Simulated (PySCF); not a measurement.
AlBr3, triplet, at a GFN2-xTB geometry (such geometries of metal compounds can be far from the true shape) (a higher spin typed on purpose: for a closed-shell molecule this is an excited state); WB97X/3-21G (PySCF).

PySCF was given this input:
```python
from pyscf import gto, scf, dft

mol = gto.Mole()
mol.atom = '''
    Al   -0.515061    0.183924   -0.325663
    Br   -1.738680   -1.861575    0.199490
    Br    0.497540    2.304776   -0.984240
    Br    1.432449   -0.511516    0.905710
'''
mol.basis = '3-21g'
mol.charge = 0
mol.spin = 2
mol.verbose = 5
mol.build()

mf = dft.UKS(mol)
mf.xc = 'wb97x'
mf.kernel()
```

Output, abridged:

```
PySCF version 2.14.0

[INPUT] verbose = 5
[INPUT] max_memory = 4000
[INPUT] num. atoms = 4
[INPUT] num. electrons = 118
[INPUT] charge = 0
[INPUT] spin (= nelec alpha-beta = 2S) = 2
[INPUT] symmetry False subgroup None
[INPUT] Mole.unit = angstrom
[INPUT] Symbol           X                Y                Z      unit          X                Y                Z       unit  Magmom
[...]
[INPUT] ---------------- BASIS SET ----------------
[INPUT] l, kappa, [nprim/nctr], expnt,             c_1 c_2 ...
[INPUT] Br
[...]
                                923.69743         0.372041
                                202.52031         0.685873
[...]
                                58.25357          0.093145
                                18.46933          0.961679
[...]
                                6.821752          0.280266
                                2.291629          0.902036
[...]
                                0.499354          1.336012
[...]
                                58.25357          0.601056
                                18.46933          0.41287
[...]
                                6.821752          0.48661
                                2.291629          0.582423
[...]
                                0.499354          0.98407
[...]
                                8.900831          0.511748
                                2.428436          0.575915
[INPUT] Al
[...]
                                116.952           0.389061
                                25.3326           0.669468
[...]
                                6.63314           0.146245
                                1.72675           0.92373
[...]
                                0.202506          1.18412
[...]
                                6.63314           0.461174
                                1.72675           0.605535
[...]
                                0.202506          0.97266
[...]
nuclear repulsion = 798.837840284224
number of shells = 37
number of NR pGTOs = 189
number of NR cGTOs = 79
basis = 3-21g
ecp = {}

******** <class 'pyscf.dft.uks.UKS'> ********
method = UKS
initial guess = minao
damping factor = 0
level_shift factor = 0
DIIS = <class 'pyscf.scf.diis.CDIIS'>
diis_start_cycle = 1
diis_space = 8
diis_damp = 0
SCF conv_tol = 1e-09
SCF conv_tol_grad = None
SCF max_cycles = 50
direct_scf = True
direct_scf_tol = 1e-13
number electrons alpha = 60  beta = 58
XC library pyscf.dft.libxc version 7.1.2
    S. Lehtola, C. Steigemann, M. J. T. Oliveira, and M. A. L. Marques,  SoftwareX 7, 1–5 (2018)
XC functionals = wb97x
    J.-D. Chai and M. Head-Gordon,  J. Chem. Phys. 128, 084106 (2008)
radial grids:
    Treutler-Ahlrichs [JCP 102, 346 (1995); DOI:10.1063/1.469408] (M4) radial grids

becke partition: Becke, JCP 88, 2547 (1988); DOI:10.1063/1.454033
pruning grids: <function nwchem_prune>
grids dens level: 3
symmetrized grids: False
atomic radii adjust function: <function treutler_atomic_radii_adjust>
small_rho_cutoff = 0
Set gradient conv threshold to 3.16228e-05
atom Al rad-grids = 80, ang-grids = [ 50  50  50  50  50  50  50  50  50  50  50  50  50  50  50  50  50  50
  50  50  50  50  50  86  86  86  86  86  86  86  86  86  86  86  86  86
 350 350 350 350 350 350 350 350 350 434 434 434 434 434 434 434 434 434
 434 434 434 434 434 434 434 434 434 350 350 350 350 350 350 350 350 350
 350 350 350 350 350 350 350 350]
atom Br rad-grids = 90, ang-grids = [ 50  50  50  50  50  50  50  50  50  50  50  50  50  50  50  50  50  50
  50  50  50  50  50  50  50  50  50  50  50  86  86  86  86  86  86  86
  86  86  86  86  86  86  86  86  86 350 350 350 350 350 350 350 350 350
 350 434 434 434 434 434 434 434 434 434 434 434 434 434 434 434 434 434
 434 434 434 434 434 350 350 350 350 350 350 350 350 350 350 350 350 350]
tot_boxes 2688, boxes in each direction [12 14 10]
Padding 4 grids
tot grids = 80456
nelec by numeric integration = [58.82848179 58.82848179]
E1 = -12620.193375740717  E2 = 3902.9339970594524  Ecoul = 4195.105369601514  Exc = -292.17137254206193
init E= -7918.42153839704
cond(S) = 86.22119290305909

  alpha mo_energy =
[-4.79574992e+02 -4.79570606e+02 -4.79570448e+02 -6.23075527e+01
 -6.23031642e+01 -6.23029076e+01 -5.59188759e+01 -5.59185202e+01
 -5.59184604e+01 -5.59143358e+01 -5.59143199e+01 -5.59139886e+01
 -5.59139819e+01 -5.59138599e+01 -5.59138380e+01 -5.56576117e+01
 -8.87243161e+00 -8.86768978e+00 -8.86765720e+00 -6.65998431e+00
 -6.65814920e+00 -6.65814506e+00 -6.65523564e+00 -6.65519961e+00
 -6.65354444e+00 -6.65353811e+00 -6.65353534e+00 -6.65352977e+00
 -4.23976547e+00 -2.78452857e+00 -2.78224173e+00 -2.77951379e+00
 -2.76079579e+00 -2.76013646e+00 -2.76005604e+00 -2.75887109e+00
 -2.75886202e+00 -2.75621030e+00 -2.75600176e+00 -2.75546205e+00
 -2.75542478e+00 -2.75534521e+00 -2.75534163e+00 -2.75428328e+00
 -2.75428067e+00 -2.75427272e+00 -2.75427222e+00 -1.06722902e+00
 -1.00159342e+00 -9.82590763e-01 -6.40971131e-01 -5.26794176e-01
 -4.92601500e-01 -4.82455911e-01 -4.78305601e-01 -4.55134509e-01
 -4.46850460e-01 -4.35644233e-01 -4.17470005e-01 -1.90813347e-01
 -5.64447779e-02  2.46403940e-02  9.83105672e-02  1.88437083e-01
  2.44149506e-01  2.58556336e-01  2.61776923e-01  5.69580657e-01
  6.08393155e-01  6.24750876e-01  6.31046708e-01  6.34357252e-01
  6.49230037e-01  6.90551156e-01  6.91312918e-01  7.55295270e-01
  7.82517256e-01  8.62082593e-01  1.03725444e+00]
  beta  mo_energy =
[-4.79574992e+02 -4.79570606e+02 -4.79570448e+02 -6.23075527e+01
 -6.23031642e+01 -6.23029076e+01 -5.59188759e+01 -5.59185202e+01
 -5.59184604e+01 -5.59143358e+01 -5.59143199e+01 -5.59139886e+01
 -5.59139819e+01 -5.59138599e+01 -5.59138380e+01 -5.56576117e+01
 -8.87243161e+00 -8.86768978e+00 -8.86765720e+00 -6.65998431e+00
 -6.65814920e+00 -6.65814506e+00 -6.65523564e+00 -6.65519961e+00
 -6.65354444e+00 -6.65353811e+00 -6.65353534e+00 -6.65352977e+00
 -4.23976547e+00 -2.78452857e+00 -2.78224173e+00 -2.77951379e+00
 -2.76079579e+00 -2.76013646e+00 -2.76005604e+00 -2.75887109e+00
[...]
cycle= 13 E= -7926.49298234279  delta_E= -1.89e-09  |g|= 5.23e-06  |ddm|= 0.000165
  alpha mo_energy =
[-4.79405814e+02 -4.79336473e+02 -4.79336312e+02 -6.21786572e+01
 -6.21095968e+01 -6.21093373e+01 -5.57872976e+01 -5.57842510e+01
 -5.57826063e+01 -5.57371862e+01 -5.57166593e+01 -5.57166278e+01
 -5.57153766e+01 -5.57152592e+01 -5.57141148e+01 -5.57139666e+01
 -8.77784061e+00 -8.70873788e+00 -8.70869935e+00 -6.57216158e+00
 -6.56512488e+00 -6.55880875e+00 -6.50063229e+00 -6.50059823e+00
 -6.49572609e+00 -6.49569667e+00 -6.49229606e+00 -6.49226556e+00
 -4.29610189e+00 -2.84189874e+00 -2.84116287e+00 -2.84097919e+00
 -2.67522548e+00 -2.67432657e+00 -2.66950621e+00 -2.66476845e+00
 -2.66429798e+00 -2.60468528e+00 -2.60407557e+00 -2.60330633e+00
 -2.60328437e+00 -2.60090693e+00 -2.60081351e+00 -2.59718914e+00
 -2.59716093e+00 -2.59695044e+00 -2.59690104e+00 -9.65241353e-01
 -8.97002749e-01 -8.96974752e-01 -5.70642540e-01 -5.04527392e-01
 -4.68017121e-01 -4.65328277e-01 -4.56235296e-01 -4.10257009e-01
 -4.08868494e-01 -4.04329320e-01 -3.98950909e-01 -2.68866975e-01
 -1.48756774e-02  6.37429263e-02  1.45392008e-01  2.14536598e-01
  2.67732956e-01  2.75631428e-01  2.78356881e-01  6.31480669e-01
  6.79369253e-01  7.01026392e-01  7.17827896e-01  7.19836860e-01
  7.31997356e-01  7.71459144e-01  7.84273091e-01  8.19608537e-01
  8.45297426e-01  9.05364509e-01  1.11185606e+00]
  beta  mo_energy =
[-4.79404101e+02 -4.79335208e+02 -4.79335047e+02 -6.21775024e+01
 -6.21087176e+01 -6.21084583e+01 -5.57833721e+01 -5.57832152e+01
 -5.57817287e+01 -5.57349086e+01 -5.57147684e+01 -5.57147370e+01
 -5.57136767e+01 -5.57135560e+01 -5.57134532e+01 -5.57133051e+01
 -8.77559307e+00 -8.70702513e+00 -8.70698649e+00 -6.56674117e+00
 -6.56380656e+00 -6.55771622e+00 -6.49805504e+00 -6.49802226e+00
 -6.49340147e+00 -6.49337321e+00 -6.49141905e+00 -6.49138913e+00
 -4.29360298e+00 -2.84041492e+00 -2.83981480e+00 -2.83861182e+00
 -2.67239186e+00 -2.67191636e+00 -2.66721397e+00 -2.66414091e+00
 -2.66346405e+00 -2.60296020e+00 -2.60234671e+00 -2.60151716e+00
 -2.60149502e+00 -2.59973167e+00 -2.59963706e+00 -2.59612487e+00
 -2.59609713e+00 -2.59597273e+00 -2.59593138e+00 -9.36703097e-01
 -8.75734444e-01 -8.74482847e-01 -5.47326602e-01 -4.54228885e-01
 -4.47392052e-01 -4.37798954e-01 -4.00453227e-01 -3.93413792e-01
 -3.91362009e-01 -3.58947883e-01 -1.94242589e-01 -3.99188917e-02
  3.39846886e-04  7.42868619e-02  1.65393048e-01  2.10856337e-01
  2.77342983e-01  2.81823307e-01  2.84491164e-01  6.44936323e-01
  6.82017713e-01  7.02930128e-01  7.21006449e-01  7.23062955e-01
  7.37253290e-01  7.76023121e-01  7.85593518e-01  8.27988918e-01
  8.50614322e-01  9.12938422e-01  1.11557748e+00]
multiplicity <S^2> = 2.0088091  2S+1 = 3.005867
nelec by numeric integration = [60.00000098 58.00000093]
E1 = -12641.853899949292  E2 = 3916.523077322136  Ecoul = 4209.4037078082265  Exc = -292.8806304860903
cycle= 14 E= -7926.49298234293  delta_E= -1.4e-10  |g|= 2.07e-06  |ddm|= 8.6e-05
  alpha mo_energy =
[-4.79405811e+02 -4.79336474e+02 -4.79336313e+02 -6.21786542e+01
 -6.21095976e+01 -6.21093384e+01 -5.57872945e+01 -5.57842479e+01
 -5.57826031e+01 -5.57371869e+01 -5.57166595e+01 -5.57166295e+01
 -5.57153774e+01 -5.57152604e+01 -5.57141156e+01 -5.57139678e+01
 -8.77783788e+00 -8.70873826e+00 -8.70870068e+00 -6.57215878e+00
 -6.56512221e+00 -6.55880606e+00 -6.50063255e+00 -6.50059967e+00
 -6.49572637e+00 -6.49569810e+00 -6.49229631e+00 -6.49226699e+00
 -4.29610255e+00 -2.84189940e+00 -2.84116355e+00 -2.84097984e+00
 -2.67522272e+00 -2.67432382e+00 -2.66950345e+00 -2.66476578e+00
 -2.66429530e+00 -2.60468609e+00 -2.60407646e+00 -2.60330663e+00
 -2.60328578e+00 -2.60090757e+00 -2.60081457e+00 -2.59718943e+00
 -2.59716234e+00 -2.59695087e+00 -2.59690231e+00 -9.65239812e-01
 -8.97003035e-01 -8.96975511e-01 -5.70642163e-01 -5.04526411e-01
 -4.68016893e-01 -4.65327029e-01 -4.56235261e-01 -4.10257372e-01
 -4.08868788e-01 -4.04329648e-01 -3.98951344e-01 -2.68867408e-01
 -1.48759560e-02  6.37429869e-02  1.45391719e-01  2.14536609e-01
  2.67732608e-01  2.75631209e-01  2.78356655e-01  6.31481180e-01
  6.79370409e-01  7.01027572e-01  7.17827476e-01  7.19836591e-01
  7.31997031e-01  7.71459046e-01  7.84272690e-01  8.19608874e-01
  8.45297318e-01  9.05364939e-01  1.11185560e+00]
  beta  mo_energy =
[-4.79404097e+02 -4.79335209e+02 -4.79335048e+02 -6.21774993e+01
 -6.21087184e+01 -6.21084593e+01 -5.57833690e+01 -5.57832121e+01
 -5.57817256e+01 -5.57349093e+01 -5.57147687e+01 -5.57147386e+01
 -5.57136775e+01 -5.57135572e+01 -5.57134540e+01 -5.57133062e+01
 -8.77559036e+00 -8.70702552e+00 -8.70698780e+00 -6.56673841e+00
 -6.56380388e+00 -6.55771353e+00 -6.49805530e+00 -6.49802371e+00
 -6.49340174e+00 -6.49337466e+00 -6.49141930e+00 -6.49139057e+00
 -4.29360362e+00 -2.84041557e+00 -2.83981545e+00 -2.83861246e+00
 -2.67238911e+00 -2.67191362e+00 -2.66721122e+00 -2.66413823e+00
 -2.66346136e+00 -2.60296101e+00 -2.60234760e+00 -2.60151749e+00
 -2.60149641e+00 -2.59973231e+00 -2.59963811e+00 -2.59612516e+00
 -2.59609854e+00 -2.59597309e+00 -2.59593272e+00 -9.36701767e-01
 -8.75734963e-01 -8.74483229e-01 -5.47325985e-01 -4.54227697e-01
 -4.47392409e-01 -4.37798848e-01 -4.00453526e-01 -3.93413819e-01
 -3.91362520e-01 -3.58947785e-01 -1.94242400e-01 -3.99192603e-02
  3.39635280e-04  7.42868520e-02  1.65392826e-01  2.10856315e-01
  2.77342715e-01  2.81823117e-01  2.84490965e-01  6.44936826e-01
  6.82018892e-01  7.02931352e-01  7.21006015e-01  7.23062680e-01
  7.37252909e-01  7.76023002e-01  7.85593095e-01  8.27989283e-01
  8.50614232e-01  9.12938824e-01  1.11557704e+00]
multiplicity <S^2> = 2.008809  2S+1 = 3.0058669
nelec by numeric integration = [60.00000098 58.00000093]
E1 = -12641.853889821954  E2 = 3916.523067194744  Ecoul = 4209.403697264333  Exc = -292.8806300695886
Extra cycle  E= -7926.49298234298  delta_E= -5.28e-11  |g|= 1.37e-06  |ddm|= 7.37e-06
converged SCF energy = -7926.49298234298  <S^2> = 2.008809  2S+1 = 3.0058669
```
